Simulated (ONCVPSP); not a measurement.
How hard is this carbon (C) ONCV potential?

```json
{
 "Element": "carbon (C)",
 "Generator": "ONCVPSP 4.0.1",
 "Type": "optimised norm-conserving Vanderbilt (ONCV)",
 "Functional": "PBE",
 "Relativity": "scalar-relativistic",
 "Frozen core": "[He]",
 "Valence charge": "4",
 "Reference configuration": "2s2 2p2",
 "Partial waves": "2s: rc 1.35 bohr, ncon 5, nbas 8, qcut 5.8 1/bohr, 2 projectors, debl 0.6 Ha; 2p: rc 2.05 bohr, ncon 4, nbas 8, qcut 7.7 1/bohr, 2 projectors, debl 2.4 Ha",
 "Local potential": "polynomial inside 1.10 bohr (lpopt 5, dvloc0 0 Ha)",
 "Core correction": "Teter function, fcfact 4, rcfact 1.05"
}
```

Task: For each optimised wave give the share of its norm inside rc, the residual kinetic energy above qcut (Ha) and the cutoffs (Ha) for errors of 10, 1, 0.1 and 0.01 mHa per electron.

Result:

| wave | norm inside rc | residual KE | 10 mHa | 1 mHa | 0.1 mHa | 0.01 mHa |
| --- | --- | --- | --- | --- | --- | --- |
| 2s | 0.436 | 1.3e-03 | 10.8 | 17.8 | 71.8 | 89.3 |
| s projector 2 | 0.055 | 2.3e-04 | 2.3 | 13.0 | 19.4 | 56.3 |
| 2p | 0.680 | 1.0e-08 | 11.5 | 16.1 | 19.9 | 23.0 |
| p projector 2 | 0.263 | 1.3e-06 | 15.4 | 20.0 | 23.9 | 26.9 |

The occupied waves need 18 Ha and 72 Ha for 1 and 0.1 mHa. Its largest configuration-test error is +590 meV.
